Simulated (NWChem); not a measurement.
System: iodine (I2); SMILES II

NWChem input:

```
start job
memory heap 200 mb stack 900 mb global 1100 mb
geometry units angstroms noautoz
  I      0.000000     0.000000     1.341214
  I      0.000000     0.000000    -1.341214
end
basis spherical
  * library 3-21g
end
dft
  xc b3lyp
  iterations 150
  mulliken
end
task dft energy
```

Excerpt of the output:

```
             Northwest Computational Chemistry Package (NWChem) 7.3.0
             --------------------------------------------------------

 ORDER OF PRIMARY AXIS IS BEING SET TO 4
 D4H symmetry detected

                             Geometry "geometry" -> ""
                             -------------------------

 Output coordinates in angstroms (scale by  1.889725989 to convert to a.u.)

  No.       Tag          Charge          X              Y              Z
 ---- ---------------- ---------- -------------- -------------- --------------
    1 I                   53.0000     0.00000000     0.00000000     1.34121400
    2 I                   53.0000     0.00000000     0.00000000    -1.34121400

 Effective nuclear repulsion energy (a.u.)     554.1468000036

      Symmetry information
      --------------------

 Group name             D4h
 Group number             28
 Group order              16
 No. of unique centers     1

                                 NWChem DFT Module
                                 -----------------

 Summary of "ao basis" -> "ao basis" (spherical)
 ------------------------------------------------------------------------------
       Tag                 Description            Shells   Functions and Types
 ---------------- ------------------------------  ------  ---------------------
 I                           3-21g                  13       31   6s5p2d

      Symmetry analysis of basis
      --------------------------

        a1g        13
        a1u         0
        a2g         0
        a2u        13
        b1g         2
        b1u         2
        b2g         2
        b2u         2
        eg         14
        eu         14

            General Information
            -------------------
          SCF calculation type: DFT
          Wavefunction type:  closed shell.
          No. of atoms     :     2
          No. of electrons :   106
           Alpha electrons :    53
            Beta electrons :    53
          Charge           :     0
          Spin multiplicity:     1
          Use of symmetry is: on ; symmetry adaption is: on
          Maximum number of iterations: 150
          AO basis - number of functions:    62
                     number of shells:    26
          Convergence on energy requested:  1.00D-06
          Convergence on density requested:  1.00D-05
          Convergence on gradient requested:  5.00D-04

              XC Information
              --------------
                         B3LYP Method XC Potential
                     Hartree-Fock (Exact) Exchange  0.200
                        Slater Exchange Functional  0.800 local
                    Becke 1988 Exchange Functional  0.720 non-local
              Lee-Yang-Parr Correlation Functional  0.810
                  VWN I RPA Correlation Functional  0.190 local

             Grid Information
             ----------------
          Grid used for XC integration:  medium
          Radial quadrature: Mura-Knowles
          Angular quadrature: Lebedev.
          Tag              B.-S. Rad. Rad. Pts. Rad. Cut. Ang. Pts.
          ---              ---------- --------- --------- ---------
          I                   1.40      123           9.0       590
          Grid pruning is: on
          Number of quadrature shells:   123
          Spatial weights used:  Erf1

      Superposition of Atomic Density Guess
      -------------------------------------

 Sum of atomic energies:      -13774.62344261

      Non-variational initial energy
      ------------------------------

 Total energy =  -13774.748843
 1-e energy   =  -20060.700535
 2-e energy   =    5731.804892
 HOMO         =      -0.283030
 LUMO         =      -0.107214

      Symmetry analysis of molecular orbitals - initial
      -------------------------------------------------

 !! scf_movecs_sym_adapt:    8 vectors were symmetry contaminated

  Symmetry fudging

 !! scf_movecs_sym_adapt:    4 vectors were symmetry contaminated

  Numbering of irreducible representations:

     1 a1g         2 a1u         3 a2g         4 a2u         5 b1g
     6 b1u         7 b2g         8 b2u         9 eg         10 eu

  Orbital symmetries:

     1 a2u         2 a1g         3 a2u         4 a1g         5 a2u
     6 eg          7 eg          8 a1g         9 eu         10 eu
    11 a2u        12 a1g        13 a2u        14 a1g        15 eg
    16 eg         17 eu         18 eu         19 a2u        20 a1g
    21 eg         22 eg         23 eu         24 eu         25 b1u
    26 b2u        27 b2g        28 b1g        29 a1g        30 a2u
    31 a1g        32 a2u        33 eu         34 eu         35 eg
    36 eg         37 a1g        38 eu         39 eu         40 eg
    41 eg         42 a2u        43 b1g        44 b2g        45 b1u
    46 b2u        47 a1g        48 a2u        49 a1g        50 eu
    51 eu         52 eg         53 eg         54 a2u        55 a1g
    56 a2u        57 eu         58 eu         59 eg         60 eg
    61 a2u        62 a1g

     ---------------------------------------------
      Total Density - Mulliken Population Analysis
     ---------------------------------------------

    Atom       Charge   Shell Charges
 -----------   ------   -------------------------------------------------------
    1 I   53    53.00   2.00  2.00  6.00  2.00  6.00  2.00  5.96  0.95  2.49  1.02  2.60 10.00 10.00
    2 I   53    53.00   2.00  2.00  6.00  2.00  6.00  2.00  5.96  0.95  2.49  1.02  2.60 10.00 10.00

 !! scf_movecs_sym_adapt:    4 vectors were symmetry contaminated

  Symmetry fudging

 !! scf_movecs_sym_adapt:    4 vectors were symmetry contaminated

   convergence    iter        energy       DeltaE   RMS-Dens  Diis-err
 ---------------- ----- ----------------- --------- --------- ---------
 d= 0,ls=0.0,diis     1 -13780.0036980781 -1.43D+04  1.34D-02  2.84D-01

 !! scf_movecs_sym_adapt:    4 vectors were symmetry contaminated

  Symmetry fudging

 !! scf_movecs_sym_adapt:    4 vectors were symmetry contaminated

 d= 0,ls=0.0,diis     2 -13780.0230515062 -1.94D-02  6.02D-03  1.91D-02

 !! scf_movecs_sym_adapt:    4 vectors were symmetry contaminated

  Symmetry fudging

 !! scf_movecs_sym_adapt:    4 vectors were symmetry contaminated

 d= 0,ls=0.0,diis     3 -13780.0269017437 -3.85D-03  1.39D-03  1.76D-03

 !! scf_movecs_sym_adapt:    4 vectors were symmetry contaminated

  Symmetry fudging

 !! scf_movecs_sym_adapt:    4 vectors were symmetry contaminated

 d= 0,ls=0.0,diis     4 -13780.0272550187 -3.53D-04  3.91D-05  1.31D-06

 !! scf_movecs_sym_adapt:    4 vectors were symmetry contaminated

  Symmetry fudging

 !! scf_movecs_sym_adapt:    4 vectors were symmetry contaminated

 d= 0,ls=0.0,diis     5 -13780.0272553706 -3.52D-07  2.55D-06  5.28D-09

         Total DFT energy =   -13780.027255370602
      One electron energy =   -20061.583287877202
           Coulomb energy =     6080.497850327035
    Exchange-Corr. energy =     -353.088617824071
 Nuclear repulsion energy =      554.146800003636

 Numeric. integr. density =      106.000000256152

                  Occupations of the irreducible representations
                  ----------------------------------------------

                     irrep           alpha         beta
                     --------     --------     --------
                     a1g              11.0         11.0
                     a1u               0.0          0.0
                     a2g               0.0          0.0
                     a2u              10.0         10.0
                     b1g               2.0          2.0
                     b1u               2.0          2.0
                     b2g               2.0          2.0
                     b2u               2.0          2.0
                     eg               12.0         12.0
                     eu               12.0         12.0

                       DFT Final Molecular Orbital Analysis
                       ------------------------------------

 Vector   51  Occ=2.000000D+00  E=-3.226330D-01  Symmetry=eu
              MO Center=  2.5D-18, -2.2D-18, -3.6D-15, r^2= 3.6D+00
   Bfn.  Coefficient  Atom+Function         Bfn.  Coefficient  Atom+Function
  ----- ------------  ---------------      ----- ------------  ---------------
    15      0.405200  1 I  px                46      0.405200  2 I  px
    19      0.353615  1 I  px                50      0.353615  2 I  px
    11     -0.331114  1 I  px                42     -0.331114  2 I  px
     7      0.149064  1 I  px                38      0.149064  2 I  px
    16     -0.089765  1 I  py                47     -0.089765  2 I  py

 Vector   52  Occ=2.000000D+00  E=-2.568411D-01  Symmetry=eg
              MO Center=  2.0D-18, -1.0D-18,  3.5D-13, r^2= 3.9D+00
   Bfn.  Coefficient  Atom+Function         Bfn.  Coefficient  Atom+Function
  ----- ------------  ---------------      ----- ------------  ---------------
    16      0.452403  1 I  py                47     -0.452403  2 I  py
    20      0.409444  1 I  py                51     -0.409444  2 I  py
    12     -0.359896  1 I  py                43      0.359896  2 I  py
     8      0.161316  1 I  py                39     -0.161316  2 I  py
    15     -0.088247  1 I  px                46      0.088247  2 I  px

 Vector   53  Occ=2.000000D+00  E=-2.568411D-01  Symmetry=eg
              MO Center= -4.3D-18, -3.7D-18, -1.4D-14, r^2= 3.9D+00
   Bfn.  Coefficient  Atom+Function         Bfn.  Coefficient  Atom+Function
  ----- ------------  ---------------      ----- ------------  ---------------
    15      0.452403  1 I  px                46     -0.452403  2 I  px
    19      0.409444  1 I  px                50     -0.409444  2 I  px
    11     -0.359896  1 I  px                42      0.359896  2 I  px
     7      0.161316  1 I  px                38     -0.161316  2 I  px
    16      0.088247  1 I  py                47     -0.088247  2 I  py

[...]
```

Level: B3LYP/3-21G, non-relativistic. The geometry was optimised at PBE0/def2-SVP (def2 core potentials past Kr).
